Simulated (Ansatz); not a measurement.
Ansatz (a first-principles code) input (HF/6-31G*):

Ansatz 0.2 input:
```yaml
crystal:
  periodic: [false, false, false]
  atoms:
    - {symbol: Li, position_ang: [-0.00000000, -0.00000000, -1.88828609]}
    - {symbol: C, position_ang: [0.00000000, 0.00000000, 1.06206008]}
    - {symbol: N, position_ang: [-0.00000000, -0.00000000, -0.10107175]}
basis:
  gaussian:
    orbitals: 6-31G*
hamiltonian:
  xc: {name: HF}
phonons: {temperatures: {t_min: 298.15, t_max: 298.15, t_step: 100}}
```

Output:

```
Functional definition: HF
integrals: 0.01 GiB planned
473 factors; integrals over basis functions are off by at most 3.0e-4 eV
mean field: 0.06 GiB planned
mean field evaluation 1: about -2713.1825 eV, gradient 3.0e1 eV
mean field evaluation 2: about -2713.1834 eV, gradient 3.0e1 eV
mean field evaluation 4: about -2715.1374 eV, gradient 3.0e0 eV
mean field evaluation 8: about -2715.1613 eV, gradient 8.6e-3 eV
mean field -2715.16132542 eV, -99.7803383067 hartree, gradient 1.4e-5 eV, S^2 0.000000; 0 other end points of the search recorded, 0 dependent functions left out
the calculation of the forces begins
reference -2715.16132542 eV, -99.7803383067 hartree; 8, 8 occupied and 37, 37 virtual orbitals, 473 factors
these checks for a lower state are left out or cut short: stability, starts, cluster_reference, orbital_swaps, neighbouring_geometries, increment
integrals: 0.01 GiB planned
473 factors; integrals over basis functions are off by at most 3.0e-4 eV
mean field: 0.06 GiB planned
mean field evaluation 16: about -2715.1613 eV, gradient 8.1e-6 eV
mean field -2715.16132535 eV, -99.7803383041 hartree, gradient 8.1e-6 eV, S^2 0.000000; 0 other end points of the search recorded, 0 dependent functions left out
the calculation of the forces begins
reference -2715.16132535 eV, -99.7803383041 hartree; 8, 8 occupied and 37, 37 virtual orbitals, 473 factors
these checks for a lower state are left out or cut short: stability, starts, cluster_reference, orbital_swaps, neighbouring_geometries, increment
integrals: 0.01 GiB planned
473 factors; integrals over basis functions are off by at most 3.0e-4 eV
mean field: 0.06 GiB planned
mean field -2715.16132535 eV, -99.7803383041 hartree, gradient 8.1e-6 eV, S^2 0.000000; 0 other end points of the search recorded, 0 dependent functions left out
the calculation of the forces begins
reference -2715.16132535 eV, -99.7803383041 hartree; 8, 8 occupied and 37, 37 virtual orbitals, 473 factors
these checks for a lower state are left out or cut short: stability, starts, cluster_reference, orbital_swaps, neighbouring_geometries, increment
integrals: 0.01 GiB planned
473 factors; integrals over basis functions are off by at most 3.0e-4 eV
mean field: 0.06 GiB planned
mean field -2715.16132535 eV, -99.7803383041 hartree, gradient 8.1e-6 eV, S^2 0.000000; 0 other end points of the search recorded, 0 dependent functions left out
the calculation of the forces begins
reference -2715.16132535 eV, -99.7803383041 hartree; 8, 8 occupied and 37, 37 virtual orbitals, 473 factors
these checks for a lower state are left out or cut short: stability, starts, cluster_reference, orbital_swaps, neighbouring_geometries, increment
integrals: 0.01 GiB planned
473 factors; integrals over basis functions are off by at most 3.0e-4 eV
mean field: 0.06 GiB planned
mean field -2715.16132535 eV, -99.7803383041 hartree, gradient 8.1e-6 eV, S^2 0.000000; 0 other end points of the search recorded, 0 dependent functions left out
the calculation of the forces begins
reference -2715.16132535 eV, -99.7803383041 hartree; 8, 8 occupied and 37, 37 virtual orbitals, 473 factors
these checks for a lower state are left out or cut short: stability, starts, cluster_reference, orbital_swaps, neighbouring_geometries, increment
integrals: 0.01 GiB planned
473 factors; integrals over basis functions are off by at most 3.0e-4 eV
mean field: 0.06 GiB planned
mean field evaluation 32: about -2715.1602 eV, gradient 4.3e-2 eV
mean field -2715.16128985 eV, -99.7803369996 hartree, gradient 1.5e-6 eV, S^2 0.000000; 0 other end points of the search recorded, 0 dependent functions left out
the calculation of the forces begins
reference -2715.16128985 eV, -99.7803369996 hartree; 8, 8 occupied and 37, 37 virtual orbitals, 473 factors
these checks for a lower state are left out or cut short: stability, starts, cluster_reference, orbital_swaps, neighbouring_geometries, increment
integrals: 0.01 GiB planned
473 factors; integrals over basis functions are off by at most 3.0e-4 eV
mean field: 0.06 GiB planned
mean field -2715.16129014 eV, -99.7803370101 hartree, gradient 2.4e-6 eV, S^2 0.000000; 0 other end points of the search recorded, 0 dependent functions left out
the calculation of the forces begins
reference -2715.16129014 eV, -99.7803370101 hartree; 8, 8 occupied and 37, 37 virtual orbitals, 473 factors
these checks for a lower state are left out or cut short: stability, starts, cluster_reference, orbital_swaps, neighbouring_geometries, increment
integrals: 0.01 GiB planned
473 factors; integrals over basis functions are off by at most 3.0e-4 eV
mean field: 0.06 GiB planned
mean field -2715.16132525 eV, -99.7803383005 hartree, gradient 8.8e-6 eV, S^2 0.000000; 0 other end points of the search recorded, 0 dependent functions left out
the calculation of the forces begins
reference -2715.16132525 eV, -99.7803383005 hartree; 8, 8 occupied and 37, 37 virtual orbitals, 473 factors
these checks for a lower state are left out or cut short: stability, starts, cluster_reference, orbital_swaps, neighbouring_geometries, increment
integrals: 0.01 GiB planned
473 factors; integrals over basis functions are off by at most 3.0e-4 eV
mean field: 0.06 GiB planned
mean field -2715.16132525 eV, -99.7803383005 hartree, gradient 8.8e-6 eV, S^2 0.000000; 0 other end points of the search recorded, 0 dependent functions left out
the calculation of the forces begins
reference -2715.16132525 eV, -99.7803383005 hartree; 8, 8 occupied and 37, 37 virtual orbitals, 473 factors
these checks for a lower state are left out or cut short: stability, starts, cluster_reference, orbital_swaps, neighbouring_geometries, increment
integrals: 0.01 GiB planned
473 factors; integrals over basis functions are off by at most 3.0e-4 eV
mean field: 0.06 GiB planned
mean field -2715.16132525 eV, -99.7803383005 hartree, gradient 8.8e-6 eV, S^2 0.000000; 0 other end points of the search recorded, 0 dependent functions left out
the calculation of the forces begins
reference -2715.16132525 eV, -99.7803383005 hartree; 8, 8 occupied and 37, 37 virtual orbitals, 473 factors
these checks for a lower state are left out or cut short: stability, starts, cluster_reference, orbital_swaps, neighbouring_geometries, increment
integrals: 0.01 GiB planned
473 factors; integrals over basis functions are off by at most 3.0e-4 eV
mean field: 0.06 GiB planned
mean field evaluation 64: about -2715.1601 eV, gradient 1.5e-1 eV
mean field -2715.16132525 eV, -99.7803383005 hartree, gradient 8.8e-6 eV, S^2 0.000000; 0 other end points of the search recorded, 0 dependent functions left out
the calculation of the forces begins
reference -2715.16132525 eV, -99.7803383005 hartree; 8, 8 occupied and 37, 37 virtual orbitals, 473 factors
these checks for a lower state are left out or cut short: stability, starts, cluster_reference, orbital_swaps, neighbouring_geometries, increment
integrals: 0.01 GiB planned
473 factors; integrals over basis functions are off by at most 3.0e-4 eV
mean field: 0.06 GiB planned
mean field -2715.16092550 eV, -99.7803236099 hartree, gradient 8.7e-6 eV, S^2 0.000000; 0 other end points of the search recorded, 0 dependent functions left out
the calculation of the forces begins
reference -2715.16092550 eV, -99.7803236099 hartree; 8, 8 occupied and 37, 37 virtual orbitals, 473 factors
these checks for a lower state are left out or cut short: stability, starts, cluster_reference, orbital_swaps, neighbouring_geometries, increment
integrals: 0.01 GiB planned
473 factors; integrals over basis functions are off by at most 3.0e-4 eV
mean field: 0.06 GiB planned
mean field -2715.16092093 eV, -99.7803234419 hartree, gradient 8.8e-6 eV, S^2 0.000000; 0 other end points of the search recorded, 0 dependent functions left out
the calculation of the forces begins
reference -2715.16092093 eV, -99.7803234419 hartree; 8, 8 occupied and 37, 37 virtual orbitals, 473 factors
these checks for a lower state are left out or cut short: stability, starts, cluster_reference, orbital_swaps, neighbouring_geometries, increment
integrals: 0.01 GiB planned
473 factors; integrals over basis functions are off by at most 3.0e-4 eV
mean field: 0.06 GiB planned
mean field -2715.16132496 eV, -99.7803382899 hartree, gradient 8.9e-6 eV, S^2 0.000000; 0 other end points of the search recorded, 0 dependent functions left out
the calculation of the forces begins
reference -2715.16132496 eV, -99.7803382899 hartree; 8, 8 occupied and 37, 37 virtual orbitals, 473 factors
these checks for a lower state are left out or cut short: stability, starts, cluster_reference, orbital_swaps, neighbouring_geometries, increment
integrals: 0.01 GiB planned
473 factors; integrals over basis functions are off by at most 3.0e-4 eV
mean field: 0.06 GiB planned
mean field -2715.16132496 eV, -99.7803382899 hartree, gradient 8.9e-6 eV, S^2 0.000000; 0 other end points of the search recorded, 0 dependent functions left out
the calculation of the forces begins
reference -2715.16132496 eV, -99.7803382899 hartree; 8, 8 occupied and 37, 37 virtual orbitals, 473 factors
these checks for a lower state are left out or cut short: stability, starts, cluster_reference, orbital_swaps, neighbouring_geometries, increment
integrals: 0.01 GiB planned
473 factors; integrals over basis functions are off by at most 3.0e-4 eV
mean field: 0.06 GiB planned
mean field evaluation 96: about -2715.1613 eV, gradient 1.5e-2 eV
mean field -2715.16132496 eV, -99.7803382899 hartree, gradient 8.9e-6 eV, S^2 0.000000; 0 other end points of the search recorded, 0 dependent functions left out
the calculation of the forces begins
reference -2715.16132496 eV, -99.7803382899 hartree; 8, 8 occupied and 37, 37 virtual orbitals, 473 factors
these checks for a lower state are left out or cut short: stability, starts, cluster_reference, orbital_swaps, neighbouring_geometries, increment
integrals: 0.01 GiB planned
473 factors; integrals over basis functions are off by at most 3.0e-4 eV
mean field: 0.06 GiB planned
mean field -2715.16132496 eV, -99.7803382899 hartree, gradient 8.9e-6 eV, S^2 0.000000; 0 other end points of the search recorded, 0 dependent functions left out
the calculation of the forces begins
reference -2715.16132496 eV, -99.7803382899 hartree; 8, 8 occupied and 37, 37 virtual orbitals, 473 factors
these checks for a lower state are left out or cut short: stability, starts, cluster_reference, orbital_swaps, neighbouring_geometries, increment
integrals: 0.01 GiB planned
473 factors; integrals over basis functions are off by at most 3.0e-4 eV
mean field: 0.06 GiB planned
mean field -2715.16089092 eV, -99.7803223392 hartree, gradient 8.8e-6 eV, S^2 0.000000; 0 other end points of the search recorded, 0 dependent functions left out
the calculation of the forces begins
reference -2715.16089092 eV, -99.7803223392 hartree; 8, 8 occupied and 37, 37 virtual orbitals, 473 factors
these checks for a lower state are left out or cut short: stability, starts, cluster_reference, orbital_swaps, neighbouring_geometries, increment
integrals: 0.01 GiB planned
473 factors; integrals over basis functions are off by at most 3.0e-4 eV
mean field: 0.06 GiB planned
mean field -2715.16089522 eV, -99.7803224974 hartree, gradient 8.8e-6 eV, S^2 0.000000; 0 other end points of the search recorded, 0 dependent functions left out
the calculation of the forces begins
reference -2715.16089522 eV, -99.7803224974 hartree; 8, 8 occupied and 37, 37 virtual orbitals, 473 factors
Total energy: -2715.16132542 eV, -99.7803383067 hartree
Atom 0 at    -0.000000    -0.000000    -1.888286 Å, force    -0.000000    -0.000000    -0.000007 eV/Å
Atom 1 at     0.000000     0.000000     1.062060 Å, force    -0.000000     0.000000     0.000084 eV/Å
Atom 2 at    -0.000000    -0.000000    -0.101072 Å, force     0.000000     0.000000    -0.000077 eV/Å
Dipole moment:     0.000000    -0.000000    -1.801046 e Å
Vibrations: 70.38 70.38 744.65 2343.00 cm⁻¹, zero-point energy 0.200135 eV
```

The blocks after the first are displaced geometries, from whose forces the wavenumbers follow.
